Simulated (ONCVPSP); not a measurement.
# PBEsol ONCV dataset for Pd, scalar-relativistic all-electron reference.

| Quantity | Value |
| --- | --- |
| Element | Pd (Z = 46) |
| Generator | ONCVPSP 4.0.1 |
| Type | optimised norm-conserving Vanderbilt (ONCV) |
| Functional | PBEsol |
| Relativity | scalar-relativistic |
| Frozen core | [Ar] 3d10 4s2 |
| Valence charge | 16 |
| Reference configuration | 4p6 4d9 (charge +1) |
| Partial waves | s scattering state at 0.18 Ha: rc 1.80 bohr, ncon 4, nbas 8, qcut 3.7 1/bohr, 2 projectors, debl 1.1 Ha; 4p: rc 1.25 bohr, ncon 3, nbas 8, qcut 12.2 1/bohr, 2 projectors, debl 1.4 Ha; 4d: rc 2.10 bohr, ncon 4, nbas 8, qcut 6.2 1/bohr, 2 projectors, debl 3.6 Ha; f scattering state at 0.18 Ha: rc 1.60 bohr, ncon 4, nbas 8, qcut 7 1/bohr, local |
| Local potential | the f channel |
| Core correction | Teter function, fcfact 3.25, rcfact 1.6 |

All-electron outer shells of the reference configuration (PBEsol, scalar-relativistic, ld1.x):

```
shell  level (eV)  outermost node (bohr)  outermost maximum (bohr)
   4p      -62.41                   0.46                      0.91
   4d      -14.62                   0.45                      1.09
```

Does the generator finish with these settings?

No. ONCVPSP 4.0.1 stopped with "test_data: rc < rc(lloc) for l = 1. Not allowed.": the input breaks a rule of the program: no channel may have a smaller radius than the local channel.
